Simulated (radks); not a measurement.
Question: Numerical settings for neutral xenon, [Xe]. All-electron calculation, Dirac Kohn-Sham, LDA (Slater exchange, Perdew-Wang correlation), spin-unpolarised, spherical densities, point nucleus. Program: a radial shooting solver on a logarithmic mesh with Libxc functionals. The defaults (mesh step 0.008 in ln r, mesh end at 40 bohr or more with all orbitals vanishing there, Anderson mixing 0.5 over 9 steps, residual threshold near 1e-9 with the energy settled to 1e-9 hartree or 1e-11 of itself, here a cap of 71 iterations) give E = -7444.3259 hartree and 5p3/2 at -7.994 eV in 13 iterations. Times are rough (one thread of a shared host). One setting is changed at a time: mesh step in ln r 0.12; mesh step in ln r 0.02; mesh step in ln r 0.08; mesh end (bohr) 8; mesh end (bohr) 12; residual threshold 1e-05; residual threshold 0.1; mixing 1.5; linear mixing, mixing 0.2; linear mixing, mixing 0.8; mixing history 3; iteration cap 8. Which runs fail to converge, and which converge to a wrong energy?

Answer: Not converged within the cap: mesh step in ln r 0.12; mesh step in ln r 0.08; linear mixing, mixing 0.2; iteration cap 8. No run marked as converged misses the energy by more than 1 mhartree.
